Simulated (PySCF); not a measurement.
**Which basis set comes closest?**

Molecule: SMILES CNc1ccncc1, C6H8N2.

Atoms are numbered as in `[CH3:1][NH:2][c:3]1[cH:4][cH:5][n:6][cH:7][cH:8]1`. Each H is labelled by its parent atom.

Geometry PBE0-D3(BJ)/def2-SVP throughout; GIAO in PySCF, gas phase, one conformer, non-relativistic; equivalent atoms averaged; functional PBE0.

Reference values (estimated from measurements, as parent shift plus tabulated substituent increments; solution, not stated per compound (mostly CDCl3 or CCl4); Pretsch, Buehlmann, Badertscher, Structure Determination of Organic Compounds, 4th ed. (2009)): δ(C5/C7) = 150.3 ppm, δ(C4/C8) = 107.8 ppm, δ(C3) = 155.7 ppm. Computed shifts are taken against TMS, calculated as an isolated molecule at each level.

How do the basis sets STO-3G, pcSseg-0, 6-31G, 6-31G*, cc-pVDZ, def2-SVP, pcSseg-1, aug-cc-pVDZ, 6-311+G(2d,p), def2-TZVP perform against the reference? Times are CPU seconds on 1 thread of an Arm Neoverse V1, shared host.

Answers


| basis set | functions | C5/C7 | C4/C8 | C3 | mean abs. error C | core-s |
| --- | --- | --- | --- | --- | --- | --- |
| STO-3G | 48 | 120.3 | 96.1 | 117.4 | 26.7 | 4.8 |
| pcSseg-0 | 88 | 162.5 | 115.9 | 157.5 | 7.4 | 7.9 |
| 6-31G | 88 | 144.7 | 104.6 | 142.5 | 7.3 | 9.8 |
| 6-31G* | 128 | 143.6 | 101.2 | 141.8 | 9.1 | 16 |
| cc-pVDZ | 152 | 148.6 | 105.8 | 148.7 | 3.6 | 17 |
| def2-SVP | 152 | 147.8 | 104.2 | 147.0 | 4.9 | 15 |
| pcSseg-1 | 176 | 155.9 | 109.3 | 155.8 | 2.4 | 22 |
| aug-cc-pVDZ | 256 | 149.6 | 104.4 | 150.1 | 3.2 | 40 |
| 6-311+G(2d,p) | 264 | 154.4 | 107.9 | 155.0 | 1.6 | 46 |
| def2-TZVP | 296 | 155.8 | 109.0 | 157.0 | 2.7 | 48 |

For 13C the closest is 6-311+G(2d,p) (1.6 ppm) and the furthest STO-3G (26.7 ppm). Where a smaller basis beats a larger one, errors probably cancel. One molecule is a small sample, and vibrational and solvent effects are absent from the calculation.

A small basis that lands close on one nucleus may do so by chance; judge by the trend and by all nuclei.
